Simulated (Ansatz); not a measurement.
Basis-set extrapolation for CH₃Cl₂FSi (`FC([SiH3])(Cl)Cl`) (PBE0-D4/def2-TZVP geometry, frozen core, Ansatz). Multiplicity 1, RHF reference.

|  | def2-TZVPP | def2-QZVPP |
| --- | --- | --- |
| HF | -1347.053273 | -1347.093796 |
| MP2 correlation | -0.920191 | -1.004624 |
| CCSD(T) correlation | -1.011506 | not run |

Energies in hartree. Use E(X) = E(∞) + A·exp(−7.88·√X) for Hartree–Fock and E(X) = E(∞) + B·X^(−2.97) for correlation, with X = 3 and 4, and add CCSD(T) minus MP2 of the smaller set to the MP2 limit.

**Question.** What is the CCSD(T) energy at the basis-set limit?

**Answer.** HF limit: -1347.093796 + (-0.040523) × 0.13774 = -1347.09938. MP2 limit: -1.004624 + (-0.084433) × 0.74074 = -1.06717. Higher-order term: -1.011506 − (-0.920191) = -0.09132. Total: -1348.25787 hartree, 5.25 eV below CCSD(T)/def2-TZVPP.
